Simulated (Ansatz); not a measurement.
Steps of a relaxation of CH7BSSi with RKS PBE-D4/def2-SVP.

```sh
$ ansatz run in.yaml --threads 2 --pin off --events-out ev --progress --plain --max-ram 4352MiB
```

```yaml
crystal:
  periodic: [false, false, false]
  atoms:
    - {symbol: B, position_ang: [-1.009200, 1.529000, -0.342700]}
    - {symbol: Si, position_ang: [0.660700, 0.758400, -0.729400]}
    - {symbol: S, position_ang: [1.345500, -0.283300, 0.999800]}
    - {symbol: C, position_ang: [0.242100, -1.626300, 0.874000]}
    - {symbol: H, position_ang: [-1.606900, 2.191800, -1.208700]}
    - {symbol: H, position_ang: [-1.554400, 1.457700, 0.707600]}
    - {symbol: H, position_ang: [1.649600, 1.820300, -1.080000]}
    - {symbol: H, position_ang: [0.575400, -0.157100, -1.862600]}
    - {symbol: H, position_ang: [0.346400, -2.342700, 1.743000]}
    - {symbol: H, position_ang: [0.291200, -2.164300, -0.067500]}
    - {symbol: H, position_ang: [-0.875000, -1.240500, 0.987200]}
basis:
  gaussian: {orbitals: def2-SVP}
hamiltonian: {xc: pbe, dispersion: d4}
relax: {f_tol: 0.03, max_steps: 200}
```

Positions (Å) and forces (eV/Å) along the path, 12 of 36 steps:

```xyz
11
step=1 energy=-20520.4397 eV
B    -1.009    1.529   -0.343   -2.101    1.396   -0.774
Si    0.661    0.758   -0.729    1.505   -0.277    0.120
S     1.345   -0.283    1.000    1.913    0.876    0.584
C     0.242   -1.626    0.874   -3.354   -0.547    1.401
H    -1.607    2.192   -1.209    0.233   -0.200    0.345
H    -1.554    1.458    0.708   -0.328   -0.105    0.659
H     1.650    1.820   -1.080    0.230    0.218   -0.009
H     0.575   -0.157   -1.863   -0.025   -0.640   -0.817
H     0.346   -2.343    1.743    0.239    0.426   -0.588
H     0.291   -2.164   -0.068    0.167   -0.507   -0.627
H    -0.875   -1.240    0.987    1.521   -0.640   -0.295
11
step=8 energy=-20520.9203 eV
B    -1.110    1.587   -0.401   -0.028   -0.007    0.016
Si    0.700    0.778   -0.767    0.013    0.037   -0.029
S     1.508   -0.390    0.864   -0.009   -0.002    0.009
C     0.196   -1.671    0.967   -0.010   -0.013    0.011
H    -1.516    2.502   -1.097    0.014   -0.019    0.033
H    -1.840    1.191    0.490    0.010    0.007   -0.039
H     1.735    1.841   -1.035    0.010   -0.010    0.001
H     0.580   -0.064   -2.025   -0.013   -0.001   -0.008
H     0.443   -2.313    1.834   -0.002    0.004    0.000
H     0.171   -2.299    0.054    0.002    0.009    0.011
H    -0.802   -1.218    1.135    0.013   -0.005   -0.004
11
step=11 energy=-20520.9230 eV rejected
B    -1.103    1.595   -0.407   -0.111   -0.184    0.069
Si    0.684    0.771   -0.819    0.162    0.057   -0.126
S     1.496   -0.355    0.849   -0.178    0.056   -0.035
C     0.195   -1.645    0.992    0.058   -0.112    0.076
H    -1.436    2.703   -0.780    0.052    0.020    0.001
H    -1.918    0.953    0.232   -0.016    0.052    0.016
H     1.749    1.781   -1.116    0.125    0.111   -0.001
H     0.571   -0.093   -2.061   -0.083   -0.045    0.025
H     0.439   -2.232    1.898   -0.023   -0.008   -0.012
H     0.206   -2.323    0.116   -0.007    0.015   -0.002
H    -0.816   -1.211    1.116    0.020    0.038   -0.011
11
step=15 energy=-20520.9574 eV
B    -1.078    1.556   -0.384   -0.079    0.220    0.076
Si    0.692    0.770   -0.920   -0.045   -0.018   -0.103
S     1.367   -0.204    0.913   -0.114   -0.003   -0.044
C     0.168   -1.597    0.982   -0.067   -0.006   -0.042
H    -1.366    2.753   -0.469    0.114   -0.359    0.063
H    -1.889    0.812    0.149    0.032    0.099   -0.087
H     1.786    1.750   -1.242   -0.005    0.001   -0.006
H     0.586   -0.230   -2.058    0.029    0.024    0.076
H     0.390   -2.155    1.913   -0.014    0.007   -0.016
H     0.291   -2.280    0.113    0.006    0.087    0.092
H    -0.881   -1.232    1.024    0.143   -0.052   -0.009
11
step=16 energy=-20520.9744 eV
B    -1.063    1.547   -0.366   -0.128    0.483    0.113
Si    0.684    0.765   -0.971   -0.112   -0.035   -0.096
S     1.295   -0.125    0.938   -0.194   -0.016   -0.093
C     0.159   -1.579    0.981   -0.137   -0.005   -0.136
H    -1.299    2.776   -0.284    0.191   -0.769    0.015
H    -1.906    0.766    0.064    0.095    0.176   -0.090
H     1.783    1.734   -1.316   -0.002   -0.026    0.005
H     0.601   -0.301   -2.052    0.036    0.081    0.126
H     0.373   -2.113    1.928   -0.022    0.027   -0.046
H     0.348   -2.266    0.122   -0.016    0.177    0.198
H    -0.910   -1.260    0.976    0.287   -0.094    0.004
11
step=23 energy=-20521.4762 eV rejected
B    -0.876    1.305    0.005    0.006    0.409   -0.443
Si    0.556    0.751   -1.264   -0.147    0.693   -0.341
S     0.599    0.357    0.943   -0.035   -0.425    0.305
C     0.104   -1.413    0.888   -0.136   -0.369    0.231
H    -0.770    2.470    0.372   -0.046   -0.103   -0.112
H    -1.980    0.791   -0.097    0.196   -0.162    0.325
H     1.763    1.582   -1.619   -0.004   -0.105    0.042
H     0.664   -0.603   -1.892    0.054   -0.142   -0.037
H     0.227   -1.821    1.916   -0.064    0.063   -0.170
H     0.742   -1.992    0.186   -0.064    0.138    0.139
H    -0.963   -1.484    0.582    0.240    0.003    0.061
11
step=25 energy=-20521.5539 eV
B    -0.856    1.314   -0.051   -0.034   -0.064   -0.034
Si    0.571    0.817   -1.323   -0.003    0.041   -0.051
S     0.610    0.313    0.910    0.033    0.006    0.050
C     0.060   -1.441    0.932   -0.039    0.026   -0.043
H    -0.809    2.471    0.322   -0.007    0.026    0.012
H    -1.904    0.694   -0.042    0.027    0.003    0.015
H     1.798    1.649   -1.586    0.007   -0.032    0.010
H     0.735   -0.522   -1.998   -0.021    0.021    0.019
H     0.274   -1.833    1.943    0.015   -0.006    0.028
H     0.614   -2.028    0.178    0.005   -0.032    0.019
H    -1.028   -1.492    0.737    0.016    0.010   -0.025
11
step=27 energy=-20521.5485 eV rejected
B    -0.851    1.323   -0.003    0.078    0.021    0.052
Si    0.522    0.815   -1.338   -0.031    0.016    0.042
S     0.654    0.305    0.891   -0.001    0.024   -0.075
C     0.088   -1.442    0.904   -0.174   -0.474    0.117
H    -0.770    2.482    0.368   -0.009   -0.026   -0.010
H    -1.904    0.719    0.078    0.013   -0.013   -0.039
H     1.757    1.618   -1.642   -0.015    0.013   -0.002
H     0.641   -0.523   -2.015   -0.019   -0.028   -0.012
H     0.019   -1.738    1.992   -0.009    0.096   -0.722
H     0.834   -2.096    0.370   -0.425    0.361    0.352
H    -0.925   -1.519    0.416    0.591    0.010    0.297
11
step=28 energy=-20521.5640 eV
B    -0.838    1.321   -0.009   -0.009    0.065   -0.022
Si    0.536    0.821   -1.336   -0.007    0.048    0.099
S     0.658    0.305    0.900   -0.063    0.058   -0.030
C     0.084   -1.440    0.921   -0.051   -0.003   -0.130
H    -0.799    2.481    0.363    0.006   -0.055    0.022
H    -1.882    0.696   -0.008    0.000   -0.026    0.079
H     1.773    1.627   -1.619    0.028   -0.058   -0.047
H     0.618   -0.526   -1.999    0.052   -0.013   -0.053
H     0.089   -1.786    1.971   -0.009    0.043    0.045
H     0.772   -2.066    0.322   -0.017   -0.018    0.024
H    -0.944   -1.491    0.514    0.070   -0.040    0.012
11
step=32 energy=-20521.5897 eV
B    -0.805    1.321    0.068   -0.035    0.002    0.047
Si    0.470    0.841   -1.369   -0.023   -0.088    0.014
S     0.733    0.275    0.836   -0.017    0.011    0.049
C     0.104   -1.448    0.900    0.027    0.068   -0.126
H    -0.735    2.467    0.475    0.018   -0.015   -0.025
H    -1.847    0.697    0.162    0.013    0.009   -0.012
H     1.691    1.633   -1.747    0.016   -0.005    0.010
H     0.515   -0.492   -2.071   -0.010    0.033   -0.018
H    -0.328   -1.607    1.906    0.006    0.000    0.012
H     0.948   -2.141    0.728   -0.007   -0.017    0.030
H    -0.680   -1.602    0.134    0.013    0.002    0.018
11
step=35 energy=-20521.5916 eV
B    -0.810    1.318    0.077    0.008    0.029    0.011
Si    0.459    0.826   -1.361    0.010    0.024    0.016
S     0.734    0.283    0.847   -0.061   -0.027   -0.023
C     0.112   -1.441    0.888    0.016   -0.011    0.006
H    -0.714    2.468    0.465   -0.008    0.012   -0.009
H    -1.862    0.714    0.180    0.027   -0.011    0.014
H     1.682    1.620   -1.734   -0.017   -0.015   -0.014
H     0.495   -0.501   -2.072    0.019   -0.005   -0.005
H    -0.353   -1.603    1.879   -0.006    0.002   -0.002
H     0.965   -2.132    0.755    0.001   -0.012   -0.002
H    -0.643   -1.606    0.097    0.012    0.013    0.009
11
step=36 energy=-20521.5922 eV
B    -0.808    1.320    0.080   -0.022   -0.011    0.005
Si    0.457    0.826   -1.361    0.012    0.001   -0.012
S     0.732    0.281    0.846    0.012   -0.006    0.010
C     0.111   -1.443    0.887   -0.001    0.001    0.002
H    -0.714    2.472    0.461    0.002    0.007    0.003
H    -1.856    0.711    0.195    0.009    0.006   -0.007
H     1.675    1.622   -1.743   -0.008   -0.002    0.002
H     0.506   -0.502   -2.070   -0.003   -0.001    0.001
H    -0.364   -1.602    1.874    0.001    0.002   -0.003
H     0.964   -2.136    0.761   -0.002    0.003    0.001
H    -0.638   -1.607    0.090   -0.001   -0.001   -0.002
```

Hardware: 2 threads of an Arm Neoverse V2 on a shared host. Wall time 59 s, peak host memory 0.15 GiB.
